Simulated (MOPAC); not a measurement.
Input file for MOPAC: PM3 on BH4NO2 (SMILES NB(O)O), a point of a torsion scan.

```
PM3 1SCF PRECISE CHARGE=0 THREADS=1
BH4NO2

N      1.21229411 1    -0.12278511 1    -0.02552038 1
B     -0.20872291 1     0.04130645 1    -0.12346005 1
O     -0.77633807 1     1.10924844 1    -0.76165020 1
O     -1.01130066 1    -0.98312372 1     0.26782026 1
H      1.77311209 1     0.57955034 1     0.42673250 1
H      1.49175708 1    -1.02779503 1     0.32258566 1
H     -0.15621998 1     1.76020727 1    -1.08341098 1
H     -1.93013824 1    -0.84850555 1     0.03762214 1
```

Output:

```
*******************************************************************************
 **                                                                           **
 **                              MOPAC v23.2.5                                **
 **                                                                           **
 *******************************************************************************
 ** MOPAC's Digital Object Identifier: https://doi.org/10.5281/zenodo.6511958 **
 **                                                                           **
 ** Please cite the open-source release paper for use of this MOPAC version:  **
 ** J. E. Moussa and J. J. P. Stewart (2026)                                  **
 ** MOPAC: An open-source semiempirical molecular orbital program             **
 ** J. Open Source Softw., 11(119), 8025, https://doi.org/10.21105/joss.08025 **
 *******************************************************************************

                              PM3 CALCULATION RESULTS

 *******************************************************************************
 *  PM3        - The PM3 Hamiltonian to be used
 *
 *
 *
 *                 CHARGE ON SYSTEM = 0
 *
 *
 *
 *  PRECISE    - TIGHTER CRITERIA TO BE USED
 *  1SCF       - DO 1 SCF AND THEN STOP
 *  THREADS=1  - MULTI-THREADING NOT USED
 *  T=         - A TIME OF 172800.0 SECONDS REQUESTED
 *  DUMP=N     - RESTART FILE WRITTEN EVERY 7200.0 SECONDS REQUESTED
 *******************************************************************************
PM3 1SCF PRECISE CHARGE=0 THREADS=1
 BH4NO2

   ATOM   CHEMICAL          X               Y               Z
  NUMBER   SYMBOL      (ANGSTROMS)     (ANGSTROMS)     (ANGSTROMS)

     1       N          1.21229411  *  -0.12278511  *  -0.02552038  *
     2       B         -0.20872291  *   0.04130645  *  -0.12346005  *
     3       O         -0.77633807  *   1.10924844  *  -0.76165020  *
     4       O         -1.01130066  *  -0.98312372  *   0.26782026  *
     5       H          1.77311209  *   0.57955034  *   0.42673250  *
     6       H          1.49175708  *  -1.02779503  *   0.32258566  *
     7       H         -0.15621998  *   1.76020727  *  -1.08341098  *
     8       H         -1.93013824  *  -0.84850555  *   0.03762214  *



          CARTESIAN COORDINATES

    NO.       ATOM           X           Y           Z

     1         N          1.2123     -0.1228     -0.0255
     2         B         -0.2087      0.0413     -0.1235
     3         O         -0.7763      1.1092     -0.7617
     4         O         -1.0113     -0.9831      0.2678
     5         H          1.7731      0.5796      0.4267
     6         H          1.4918     -1.0278      0.3226
     7         H         -0.1562      1.7602     -1.0834
     8         H         -1.9301     -0.8485      0.0376

  H: (PM3): J. J. P. STEWART, J. COMP. CHEM. 10, 209 (1989).
  B: (PM3): J. J. P. STEWART, J. MOL. MOD., 10, 155-164 (2004)
  N: (PM3): J. J. P. STEWART, J. COMP. CHEM. 10, 209 (1989).
  O: (PM3): J. J. P. STEWART, J. COMP. CHEM. 10, 209 (1989).

           Empirical Formula: H4 N O2 B  =     8 atoms



      MOLECULAR POINT GROUP   :   C1


      RHF CALCULATION, NO. OF DOUBLY OCCUPIED LEVELS = 12


 -------------------------------------------------------------------------------
 PM3 1SCF PRECISE CHARGE=0 THREADS=1
 BH4NO2



     1SCF WAS SPECIFIED, SO BFGS WAS NOT USED
     SCF FIELD WAS ACHIEVED


                              PM3 CALCULATION
                                                       MOPAC v23.2.5 Linux




          FINAL HEAT OF FORMATION =       -172.37930 KCAL/MOL =    -721.23498 KJ/MOL


          COSMO AREA              =         90.69 SQUARE ANGSTROMS
          COSMO VOLUME            =         72.16 CUBIC ANGSTROMS

          IONIZATION POTENTIAL    =          9.955000 EV
          HOMO LUMO ENERGIES (EV) =         -9.955  1.976
          NO. OF FILLED LEVELS    =         12
          MOLECULAR WEIGHT        =         60.8471         POINT GROUP:  C1

          MOLECULAR DIMENSIONS (Angstroms)

            Atom       Atom       Distance
            H     8    H     5     3.98808
            H     7    H     6     3.46668
            H     8    H     6     0.56335


          SCF CALCULATIONS        =          1





   ATOM   CHEMICAL          X               Y               Z
  NUMBER   SYMBOL      (ANGSTROMS)     (ANGSTROMS)     (ANGSTROMS)

     1       N          1.21229411  *  -0.12278511  *  -0.02552038  *
     2       B         -0.20872291  *   0.04130645  *  -0.12346005  *
     3       O         -0.77633807  *   1.10924844  *  -0.76165020  *
     4       O         -1.01130066  *  -0.98312372  *   0.26782026  *
     5       H          1.77311209  *   0.57955034  *   0.42673250  *
     6       H          1.49175708  *  -1.02779503  *   0.32258566  *
     7       H         -0.15621998  *   1.76020727  *  -1.08341098  *
     8       H         -1.93013824  *  -0.84850555  *   0.03762214  *

                             CARTESIAN COORDINATES

   1    N        1.212294110    -0.122785110    -0.025520380
   2    B       -0.208722910     0.041306450    -0.123460050
   3    O       -0.776338070     1.109248440    -0.761650200
   4    O       -1.011300660    -0.983123720     0.267820260
   5    H        1.773112090     0.579550340     0.426732500
   6    H        1.491757080    -1.027795030     0.322585660
   7    H       -0.156219980     1.760207270    -1.083410980
   8    H       -1.930138240    -0.848505550     0.037622140


           Empirical Formula: H4 N O2 B  =     8 atoms



      MOLECULAR POINT GROUP   :   C1


                  EIGENVALUES
 -38.54444 -37.80038 -30.14522 -20.07362 -18.56130 -17.06100 -16.25414 -14.60058
 -13.75107 -12.75592 -12.06158  -9.95500   1.97583   2.33716   3.45561   3.81588
   4.82833   5.42782   5.92396   6.11479


              NET ATOMIC CHARGES AND DIPOLE CONTRIBUTIONS

  ATOM NO.   TYPE          CHARGE      No. of ELECS.   s-Pop       p-Pop
    1          N           0.093613        4.9064     1.31833     3.58806
    2          B          -0.137021        3.1370     1.01206     2.12496
    3          O          -0.260722        6.2607     1.71437     4.54635
    4          O          -0.215968        6.2160     1.71280     4.50317
    5          H           0.045639        0.9544     0.95436
    6          H           0.041588        0.9584     0.95841
    7          H           0.215161        0.7848     0.78484
    8          H           0.217711        0.7823     0.78229
 DIPOLE           X         Y         Z       TOTAL
 POINT-CHG.     1.211     0.402    -0.177     1.288
 HYBRID        -0.251     0.451     0.555     0.758
 SUM            0.960     0.853     0.378     1.338


          ATOMIC ORBITAL ELECTRON POPULATIONS

     Atom    s        px        py        pz
    1  N   1.31833   1.04667   0.99631   1.54508
    2  B   1.01206   0.79347   0.66095   0.67054
    3  O   1.71437   1.51775   1.37876   1.64985
    4  O   1.71280   1.23974   1.54886   1.71457
    5  H   0.95436
    6  H   0.95841
    7  H   0.78484
    8  H   0.78229

 **********************
 *                    *
 * JOB ENDED NORMALLY *
 *                    *
 **********************




 == MOPAC DONE ==
```

The run finished.

Cost: very roughly 0.03 core-seconds.
